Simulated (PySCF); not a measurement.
C3H7Se, doublet, at a GFN2-xTB geometry, with bond 10-3 at 1.6 times its length; BLYP/STO-3G (PySCF).

Input for PySCF:
```python
from pyscf import gto, scf, dft

mol = gto.Mole()
mol.atom = '''
    C    -0.60651805   -1.60834213    1.03540661
    C     0.34327479   -0.44378522    0.82067030
    C     1.73912550   -0.90068289    0.43693047
    Se   -0.38189112    0.77363794   -0.58199213
    H    -0.23778085   -2.23900464    1.84303315
    H    -0.68081632   -2.21160314    0.13250594
    H    -1.60157745   -1.25574915    1.29927713
    H     0.38601301    0.17603150    1.72106984
    H     2.15558929   -1.51694673    1.23237987
    H     1.69201188   -1.84425007   -1.02602063
    H     2.39789751   -0.04914409    0.27883634
'''
mol.basis = 'sto-3g'
mol.spin = 1
mol.verbose = 4
mol.build()

mf = dft.UKS(mol)
mf.xc = 'blyp'
mf.init_guess = 'mod_huckel'
mf.kernel()
```

Q: What does PySCF print? Leave out banner, timings and long lists.

A: 
```
PySCF version 2.14.0

[INPUT] verbose = 4
[INPUT] num. atoms = 11
[INPUT] num. electrons = 59
[INPUT] charge = 0
[INPUT] spin (= nelec alpha-beta = 2S) = 1
[INPUT] symmetry False subgroup None
[INPUT] Mole.unit = angstrom
[INPUT] Symbol           X                Y                Z      unit          X                Y                Z       unit  Magmom
[...]
nuclear repulsion = 242.448839087525
number of shells = 24
number of NR pGTOs = 120
number of NR cGTOs = 40
basis = sto-3g
ecp = {}

******** <class 'pyscf.dft.uks.UKS'> ********
method = UKS
initial guess = mod_huckel
damping factor = 0
level_shift factor = 0
DIIS = <class 'pyscf.scf.diis.CDIIS'>
diis_start_cycle = 1
diis_space = 8
diis_damp = 0
SCF conv_tol = 1e-09
SCF conv_tol_grad = None
SCF max_cycles = 50
direct_scf = True
direct_scf_tol = 1e-13
number electrons alpha = 30  beta = 29
XC library pyscf.dft.libxc version 7.1.2
    S. Lehtola, C. Steigemann, M. J. T. Oliveira, and M. A. L. Marques,  SoftwareX 7, 1–5 (2018)
XC functionals = blyp
    A. D. Becke,  Phys. Rev. A 38, 3098 (1988)
    C. Lee, W. Yang, and R. G. Parr,  Phys. Rev. B 37, 785 (1988)
    B. Miehlich, A. Savin, H. Stoll, and H. Preuss,  Chem. Phys. Lett. 157, 200 (1989)
radial grids:
    Treutler-Ahlrichs [JCP 102, 346 (1995); DOI:10.1063/1.469408] (M4) radial grids

becke partition: Becke, JCP 88, 2547 (1988); DOI:10.1063/1.454033
pruning grids: <function nwchem_prune>
grids dens level: 3
symmetrized grids: False
atomic radii adjust function: <function treutler_atomic_radii_adjust>
small_rho_cutoff = 0
Set gradient conv threshold to 3.16228e-05
Initial guess from on-the-fly Huckel, doi:10.1021/acs.jctc.8b01089,
employing the updated GWH rule from doi:10.1021/ja00480a005.
Spherically averaged atomic HF for {'Se', 'C', 'H'}

******** <class 'pyscf.scf.atom_hf.AtomSphAverageRHF'> ********
method = AtomSphAverageRHF
initial guess = minao
damping factor = 0
level_shift factor = 0
DIIS = <class 'pyscf.scf.diis.CDIIS'>
diis_start_cycle = 1
diis_space = 8
diis_damp = 0
SCF conv_tol = 1e-09
SCF conv_tol_grad = None
SCF max_cycles = 50
direct_scf = True
direct_scf_tol = 1e-13
atom = C
Set gradient conv threshold to 3.16228e-05
Initial guess from minao.
init E= -36.7517431777338
cycle= 1 E= -36.7619269638614  delta_E= -0.0102  |g|=    0  |ddm|= 0.0245
cycle= 2 E= -36.7619269638615  delta_E= -2.13e-14  |g|=    0  |ddm|= 1.91e-15
Extra cycle  E= -36.7619269638615  delta_E=    0  |g|=    0  |ddm|=    0
Atomic HF for atom  C  converged. SCF energy = -36.7619269638615

******** <class 'pyscf.scf.atom_hf.AtomSphAverageRHF'> ********
method = AtomSphAverageRHF
initial guess = minao
damping factor = 0
level_shift factor = 0
DIIS = <class 'pyscf.scf.diis.CDIIS'>
diis_start_cycle = 1
diis_space = 8
diis_damp = 0
SCF conv_tol = 1e-09
SCF conv_tol_grad = None
SCF max_cycles = 50
direct_scf = True
direct_scf_tol = 1e-13
atom = Se
Set gradient conv threshold to 3.16228e-05
Initial guess from minao.
init E= -2369.76504991725
cycle= 1 E= -2373.21754853081  delta_E= -3.45  |g|=    0  |ddm|= 0.226
cycle= 2 E= -2373.21853932608  delta_E= -0.000991  |g|=    0  |ddm|= 0.0186
cycle= 3 E= -2373.21853978907  delta_E= -4.63e-07  |g|=    0  |ddm|= 0.000409
cycle= 4 E= -2373.21853978907  delta_E=    0  |g|=    0  |ddm|= 1.25e-07
Extra cycle  E= -2373.21853978907  delta_E= 1.36e-12  |g|=    0  |ddm|= 4.37e-10
Atomic HF for atom  Se  converged. SCF energy = -2373.21853978907

******** 1 electron system ********
Atomic HF for atom  H  converged. SCF energy = -0.466581849557275

tot grids = 131440
init E= -2483.68814560667
cycle= 1 E= -2489.63553956133  delta_E= -5.95  |g|= 1.45  |ddm|= 8.79
cycle= 2 E= -2486.72961708209  delta_E= 2.91  |g|=  1.9  |ddm|= 6.31
cycle= 3 E= -2490.87285013669  delta_E= -4.14  |g|= 0.815  |ddm|= 5.53
cycle= 4 E= -2491.61961092352  delta_E= -0.747  |g|= 0.136  |ddm|= 1.46
cycle= 5 E= -2491.61338520249  delta_E= 0.00623  |g|= 0.162  |ddm|= 0.67

cycle= 6 E= -2491.63471655331  delta_E= -0.0213  |g|= 0.0368  |ddm|= 0.253

cycle= 7 E= -2491.63556778351  delta_E= -0.000851  |g|= 0.0142  |ddm|= 1.56
cycle= 8 E= -2491.63583543903  delta_E= -0.000268  |g|= 0.0121  |ddm|=  1.6

cycle= 9 E= -2491.63608285634  delta_E= -0.000247  |g|= 0.00514  |ddm|= 0.448

cycle= 10 E= -2491.6360831546  delta_E= -2.98e-07  |g|= 0.00342  |ddm|= 0.0875

cycle= 11 E= -2491.63571257959  delta_E= 0.000371  |g|= 0.00843  |ddm|= 1.45

cycle= 12 E= -2491.63613226001  delta_E= -0.00042  |g|= 0.00272  |ddm|= 1.22

cycle= 13 E= -2491.63592213485  delta_E= 0.00021  |g|= 0.0057  |ddm|= 0.903

cycle= 14 E= -2491.63592336087  delta_E= -1.23e-06  |g|= 0.00576  |ddm|= 0.00631

cycle= 15 E= -2491.63605732723  delta_E= -0.000134  |g|= 0.0039  |ddm|= 0.367

cycle= 16 E= -2491.63595097095  delta_E= 0.000106  |g|= 0.00546  |ddm|= 0.301

cycle= 17 E= -2491.63589617303  delta_E= 5.48e-05  |g|= 0.00616  |ddm|= 0.127

cycle= 18 E= -2491.63612518439  delta_E= -0.000229  |g|= 0.00234  |ddm|= 1.07

cycle= 19 E= -2491.63547221018  delta_E= 0.000653  |g|= 0.0113  |ddm|= 1.39

cycle= 20 E= -2491.63547689714  delta_E= -4.69e-06  |g|= 0.0111  |ddm|= 0.00457

cycle= 21 E= -2491.63613389741  delta_E= -0.000657  |g|= 0.00202  |ddm|= 1.44

cycle= 22 E= -2491.63612432451  delta_E= 9.57e-06  |g|= 0.00244  |ddm|= 0.297

cycle= 23 E= -2491.63612975406  delta_E= -5.43e-06  |g|= 0.00221  |ddm|= 0.0504

cycle= 24 E= -2491.63607387364  delta_E= 5.59e-05  |g|= 0.00345  |ddm|= 0.323

cycle= 25 E= -2491.63538135442  delta_E= 0.000693  |g|= 0.0118  |ddm|= 1.66

cycle= 26 E= -2491.6353813544  delta_E= 2.32e-11  |g|= 0.0118  |ddm|= 0.00314

cycle= 27 E= -2491.63535903129  delta_E= 2.23e-05  |g|= 0.0119  |ddm|= 0.0813

cycle= 28 E= -2491.63542320141  delta_E= -6.42e-05  |g|= 0.0113  |ddm|= 0.206

cycle= 29 E= -2491.63538478174  delta_E= 3.84e-05  |g|= 0.0118  |ddm|=  0.1

cycle= 30 E= -2491.63536168642  delta_E= 2.31e-05  |g|= 0.0117  |ddm|= 0.118

cycle= 31 E= -2491.63606881122  delta_E= -0.000707  |g|= 0.00447  |ddm|= 1.66

cycle= 32 E= -2491.63606079107  delta_E= 8.02e-06  |g|= 0.00502  |ddm|= 0.01

cycle= 33 E= -2491.63550388627  delta_E= 0.000557  |g|= 0.0104  |ddm|= 1.63

cycle= 34 E= -2491.63539071117  delta_E= 0.000113  |g|= 0.0122  |ddm|= 0.232

cycle= 35 E= -2491.63588008978  delta_E= -0.000489  |g|= 0.00654  |ddm|= 0.971

cycle= 36 E= -2491.63584011216  delta_E= 4e-05  |g|= 0.00704  |ddm|= 0.0874

cycle= 37 E= -2491.63587125675  delta_E= -3.11e-05  |g|= 0.0067  |ddm|= 0.0689

cycle= 38 E= -2491.63607416727  delta_E= -0.000203  |g|= 0.00342  |ddm|= 0.535

cycle= 39 E= -2491.63540491892  delta_E= 0.000669  |g|= 0.0116  |ddm|= 1.35

cycle= 40 E= -2491.63609021254  delta_E= -0.000685  |g|= 0.00377  |ddm|= 1.65

cycle= 41 E= -2491.63607021643  delta_E= 2e-05  |g|= 0.00397  |ddm|= 0.0899

cycle= 42 E= -2491.63611825429  delta_E= -4.8e-05  |g|= 0.00291  |ddm|= 0.236

cycle= 43 E= -2491.63582411913  delta_E= 0.000294  |g|= 0.00736  |ddm|= 1.21

cycle= 44 E= -2491.63576944821  delta_E= 5.47e-05  |g|= 0.00807  |ddm|= 0.109

cycle= 45 E= -2491.63592117453  delta_E= -0.000152  |g|= 0.0056  |ddm|=  1.6

cycle= 46 E= -2491.6361079604  delta_E= -0.000187  |g|= 0.00262  |ddm|= 0.578

cycle= 47 E= -2491.63548385525  delta_E= 0.000624  |g|= 0.011  |ddm|=  1.6

cycle= 48 E= -2491.63546844313  delta_E= 1.54e-05  |g|= 0.0111  |ddm|= 0.0425

cycle= 49 E= -2491.63541338206  delta_E= 5.51e-05  |g|= 0.0117  |ddm|= 0.131

cycle= 50 E= -2491.63611893723  delta_E= -0.000706  |g|= 0.00236  |ddm|= 1.63
SCF not converged.
SCF energy = -2491.63611893723 after 50 cycles  <S^2> = 0.75086507  2S+1 = 2.0008649
```

The run did not converge; its last values are not results.
